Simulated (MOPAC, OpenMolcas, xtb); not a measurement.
A ladder of methods for InNH2Cl (SMILES [NH2][In][Cl])

The species is InNH2Cl (5 atoms), meant as a doublet with charge 0. As SMILES, `[NH2][In][Cl]`. The coordinates come from a PBE0-D4/def2-TZVP relaxation. This is one conformer, not always the lowest.

```csv
atom,x (Å),y (Å),z (Å)
N,-0.1426,0.8086,-0.4939
In,-0.4116,-1.2178,-0.1533
Cl,1.3915,-2.2115,1.0187
H,-0.9997,1.2838,-0.7567
H,0.2123,1.2632,0.3438
```

Each level gives the dipole moment (D). The values are calculated.

```tsv
level	kind	program	value (D)	CPU time
AM1	semi-empirical	MOPAC	4.04	under 2 s
GFN0-xTB	semi-empirical	xtb	5.43	under 2 s
UHF/def2-SVP (core potential)	Hartree–Fock	OpenMolcas	3.69	5.7 s
USVWN5/def2-SVP (core potential)	LDA	OpenMolcas	3.10	19 s
UBLYP/def2-SVP (core potential)	GGA	OpenMolcas	3.04	26 s
UTPSS/def2-SVP (core potential)	meta-GGA	OpenMolcas	3.28	38 s
UBHLYP/def2-SVP (core potential)	global hybrid	OpenMolcas	3.45	25 s
UM06-2X/def2-SVP (core potential)	hybrid meta-GGA	OpenMolcas	3.41	34 s
```

The values span 3.04 to 5.43 D. Magnitudes only. CPU times are rough (shared hosts, several kinds of processor and program).
